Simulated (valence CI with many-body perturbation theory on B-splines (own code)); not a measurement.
Forbidden lines of Sn XXIX

Level of theory: relativistic CI+MBPT: four valence electrons over a frozen Dirac-Fock core [Ar], radial functions for each j: 9 s, 9 p, 10 d, 8 f, 5 g, 3 h, 1 i, with the one-electron correlation potential Σ1 (screened to all orders), the two-electron term Σ2, the three-electron term Σ3, Breit, model QED; selected single and double excitations, second order for the rest (own B-spline code, finite nucleus).

The last digits are not significant, and no measured levels were compared; by estimate large intervals hold to a few tenths of a per cent, small ones and those within an open d or f shell to about a per cent. Core correlation moves these levels by up to 8500 cm⁻¹, and in measured spectra 5 to 20 % of such shifts remained as error; rates that hang on mixing are uncertain with them. Only levels of the ground parity were solved; by the run's estimate the other parity begins above the list, which can be wrong where configurations are misplaced.

Lines 1 to 50 of 120 in falling wavelength, among levels below 78.891 eV, chosen from the decays that carry over 1 % of a level's rate. Wavelengths and rates use the calculated energies. S is in atomic units (e²a₀⁴ for E2 and M2, e²a₀⁶ for E3), for M1 in squared Bohr magnetons. Weak lines are less certain than strong ones. Lines between different terms over intervals too small for the method are left out, as are lines whose strength nearly cancels.

Levels are named by their leading jj configuration (3d3/2^4 stands for four electrons in 3d with j = 3/2), which in mixed levels can hold well under half, so a name can repeat and another be missing. Letters in brackets count levels of one name in rising energy.

```csv
λ vac (Å),Upper,Lower,Type,A (s⁻¹),S (a.u.)
24020,(3d3/2^3 3d5/2) J=4,(3d3/2^2 3d5/2^2) J=3 [a],M1,1.18e+00,5.44e+00
7667,(3d3/2^2 3d5/2^2) J=6,(3d3/2^2 3d5/2^2) J=5,M1,2.42e+01,5.27e+00
5007,(3d3/2^2 3d5/2^2) J=3 [a],(3d3/2^2 3d5/2^2) J=2 [a],M1,2.90e+02,9.43e+00
3225,(3d3/2^2 3d5/2^2) J=4 [b],(3d3/2^2 3d5/2^2) J=5,M1,3.19e+01,3.57e-01
3139,(3d3/2^2 3d5/2^2) J=2 [a],(3d3/2^3 3d5/2) J=1,M1,1.39e+03,7.95e+00
3080,(3d3/2^2 3d5/2^2) J=2 [c],(3d3/2^2 3d5/2^2) J=1,M1,3.66e+02,1.98e+00
2948,(3d3/2^2 3d5/2^2) J=5,(3d3/2^2 3d5/2^2) J=4 [a],M1,5.51e+02,5.76e+00
2855,(3d3/2^2 3d5/2^2) J=4 [c],(3d3/2 3d5/2^3) J=5,M1,1.40e+02,1.09e+00
2789,(3d3/2^2 3d5/2^2) J=2 [e],(3d3/2 3d5/2^3) J=1 [a],M1,3.29e+02,1.32e+00
2322,(3d3/2^2 3d5/2^2) J=4 [b],(3d3/2^2 3d5/2^2) J=3 [b],M1,1.05e+03,4.39e+00
2275,(3d3/2^2 3d5/2^2) J=2 [d],(3d3/2^2 3d5/2^2) J=2 [c],M1,2.78e+02,6.07e-01
2263,(3d3/2 3d5/2^3) J=3 [a],(3d3/2^2 3d5/2^2) J=4 [b],M1,3.67e+02,1.10e+00
2176,(3d3/2^2 3d5/2^2) J=2 [c],(3d3/2^2 3d5/2^2) J=2 [b],M1,4.96e+02,9.47e-01
2174,(3d3/2^3 3d5/2) J=1,(3d3/2^4) J=0,M1,3.41e+03,3.90e+00
2096,(3d3/2^2 3d5/2^2) J=1,(3d3/2^2 3d5/2^2) J=0 [a],M1,1.77e+03,1.82e+00
2087,(3d3/2 3d5/2^3) J=3 [c],(3d3/2^2 3d5/2^2) J=2 [f],M1,7.60e+02,1.79e+00
2033,(3d3/2^2 3d5/2^2) J=2 [c],(3d3/2^2 3d5/2^2) J=3 [b],M1,4.02e+01,6.25e-02
1953,(3d3/2^2 3d5/2^2) J=4 [a],(3d3/2^3 3d5/2) J=4,M1,3.94e+03,9.80e+00
1942,(3d3/2^2 3d5/2^2) J=4 [c],(3d3/2 3d5/2^3) J=3 [a],M1,2.52e+02,6.17e-01
1906,(3d3/2^2 3d5/2^2) J=3 [c],(3d3/2^2 3d5/2^2) J=2 [b],M1,9.09e+01,1.63e-01
1870,(3d3/2 3d5/2^3) J=4 [a],(3d3/2^2 3d5/2^2) J=5,M1,8.90e+02,1.94e+00
1844,(3d3/2^2 3d5/2^2) J=2 [e],(3d3/2^2 3d5/2^2) J=2 [d],M1,2.41e+02,2.80e-01
1806,(3d3/2^2 3d5/2^2) J=4 [a],(3d3/2^2 3d5/2^2) J=3 [a],M1,9.93e+02,1.95e+00
1664,(3d3/2^2 3d5/2^2) J=2 [e],(3d3/2 3d5/2^3) J=3 [a],M1,4.08e+02,3.48e-01
1648,(3d3/2 3d5/2^3) J=5,(3d3/2^2 3d5/2^2) J=4 [b],M1,3.32e+03,6.06e+00
1605,(3d3/2 3d5/2^3) J=1 [a],(3d3/2^2 3d5/2^2) J=2 [c],M1,2.05e+03,9.40e-01
1540,(3d3/2^2 3d5/2^2) J=4 [b],(3d3/2^2 3d5/2^2) J=4 [a],M1,7.72e+02,9.42e-01
1526,(3d3/2 3d5/2^3) J=4 [a],(3d3/2^2 3d5/2^2) J=3 [b],M1,8.82e+02,1.05e+00
1466,(3d3/2 3d5/2^3) J=3 [b],(3d3/2^2 3d5/2^2) J=2 [d],M1,3.78e+02,3.09e-01
1438,(3d5/2^4) J=4,(3d3/2^2 3d5/2^2) J=4 [c],M1,5.99e+02,5.95e-01
1369,(3d3/2^2 3d5/2^2) J=3 [b],(3d3/2^3 3d5/2) J=4,M1,3.12e+02,2.08e-01
1366,(3d3/2^2 3d5/2^2) J=4 [c],(3d3/2 3d5/2^3) J=4 [a],M1,2.27e+03,1.93e+00
1366,(3d3/2 3d5/2^3) J=3 [c],(3d3/2^2 3d5/2^2) J=2 [e],M1,1.04e+03,6.88e-01
1350,(3d3/2 3d5/2^3) J=3 [b],(3d3/2 3d5/2^3) J=3 [a],M1,1.73e+03,1.10e+00
1308,(3d3/2^2 3d5/2^2) J=2 [d],(3d3/2^2 3d5/2^2) J=1,M1,1.03e+03,4.27e-01
1295,(3d3/2^2 3d5/2^2) J=3 [b],(3d3/2^2 3d5/2^2) J=3 [a],M1,5.03e+03,2.83e+00
1272,(3d3/2 3d5/2^3) J=5,(3d3/2^2 3d5/2^2) J=6,M1,2.30e+03,1.93e+00
1258,(3d3/2^2 3d5/2^2) J=2 [f],(3d3/2^2 3d5/2^2) J=2 [d],M1,3.84e+03,1.41e+00
1222,(3d3/2 3d5/2^3) J=3 [c],(3d3/2^2 3d5/2^2) J=4 [c],M1,4.39e+03,2.08e+00
1204,(3d3/2^2 3d5/2^2) J=4 [c],(3d3/2^2 3d5/2^2) J=3 [c],M1,1.38e+03,8.06e-01
1190,(3d3/2 3d5/2^3) J=3 [a],(3d3/2^2 3d5/2^2) J=2 [b],M1,8.34e+03,3.65e+00
1175,(3d3/2^2 3d5/2^2) J=5,(3d3/2^3 3d5/2) J=4,M1,2.68e+03,1.77e+00
1146,(3d3/2 3d5/2^3) J=3 [a],(3d3/2^2 3d5/2^2) J=3 [b],M1,8.05e+03,3.14e+00
1144,(3d3/2 3d5/2^3) J=4 [a],(3d3/2^2 3d5/2^2) J=4 [a],M1,1.32e+04,6.58e+00
1133,(3d3/2 3d5/2^3) J=6,(3d3/2^2 3d5/2^2) J=6,M1,4.84e+03,3.40e+00
1112,(3d3/2^2 3d5/2^2) J=2 [d],(3d3/2^2 3d5/2^2) J=2 [b],M1,2.37e+03,6.04e-01
1091,(3d3/2^2 3d5/2^2) J=2 [e],(3d3/2^2 3d5/2^2) J=3 [c],M1,5.02e+03,1.21e+00
1091,(3d3/2 3d5/2^3) J=5,(3d3/2^2 3d5/2^2) J=5,M1,3.40e+03,1.80e+00
1074,(3d3/2^2 3d5/2^2) J=2 [d],(3d3/2^2 3d5/2^2) J=3 [b],M1,3.24e+02,7.44e-02
1055,(3d3/2 3d5/2^3) J=1 [a],(3d3/2^2 3d5/2^2) J=1,M1,6.40e+03,8.36e-01
```
